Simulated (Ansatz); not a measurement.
ClH7N2Si2 can be A, `N[Si](N)([SiH3])Cl`, or B, `N[SiH2][SiH](N)Cl`.

Gas-phase electronic energies from Ansatz, PBE0-D4/def2-TZVP geometries. CCSD(T)/CBS is the MP2 limit (def2-TZVPP, def2-QZVPP) plus CCSD(T) − MP2 in def2-TZVPP, frozen cores. DFT in def2-TZVPP. B3LYP here is the variant with VWN-RPA as its local correlation; programs differ in this. Each species was taken in one conformer, which may not be the lowest.

A:

Z-matrix (Å, degrees):
```
Si
N 1 1.707
Si 1 2.342 2 118.7
N 1 1.701 2 106.6 3 -122.0
Cl 1 2.084 2 103.2 3 115.4
H 2 1.006 1 120.5 3 -83.0
H 2 1.007 1 120.3 3 65.9
H 3 1.490 1 110.7 2 -54.8
H 3 1.487 1 109.8 2 65.0
H 3 1.490 1 111.0 2 -174.8
H 4 1.009 1 119.8 2 -47.1
H 4 1.007 1 120.8 2 165.7
```

B:

Z-matrix (Å, degrees):
```
Si
Si 1 2.336
N 1 1.727 2 104.0
H 1 1.488 2 112.2 3 -116.0
H 1 1.495 2 109.5 3 125.1
Cl 2 2.098 1 103.6 3 -56.7
N 2 1.704 1 109.2 3 65.1
H 2 1.483 1 117.8 3 -171.4
H 3 1.009 1 117.8 2 53.0
H 3 1.008 1 119.6 2 -167.9
H 7 1.008 2 121.2 1 174.1
H 7 1.008 2 119.3 1 -39.8
```

Q: Which isomer does CCSD(T)/CBS put lower? Give the gap. (An estimate is asked.)

A: Ansatz gave: A, by 26.4 kJ/mol.

Q: Give E(B) − E(A) in kJ/mol with CCSD(T)/def2-SVP, CCSD/def2-TZVPP, r2SCAN-D4, HF/def2-TZVPP, B3LYP-D4, BLYP-D4, CCSD(T)/def2-TZVPP. (An estimate is asked.)

A: Computed: CCSD(T)/def2-SVP 23.0, CCSD/def2-TZVPP 25.9, r2SCAN-D4 28.5, HF/def2-TZVPP 22.9, B3LYP-D4 25.2, BLYP-D4 25.1, CCSD(T)/def2-TZVPP 26.6. None reverses the order clearly.

Q: Does the order hold for the free energy at 298.15 K (harmonic terms from PBE0-D4)? (Best estimate.)

A: The calculation gave: Yes: G(B) − G(A) = +27.1 kJ/mol, for one conformer each. Modes under 60 cm⁻¹, often nearly free rotors, make the harmonic entropy too high.

Largest T1 diagnostic: 0.011.

At CCSD(T), def2-SVP lies −3.4 kJ/mol from the extrapolated value and def2-TZVPP +0.2 kJ/mol. Leaving LDA and LC-ωPBE aside and taking each functional with its dispersion term where it has one, the values, not all of them listed here, spread over 5.5 kJ/mol, from B2PLYP to B97M-V. LDA lies +4.3 kJ/mol from PBE without D4.
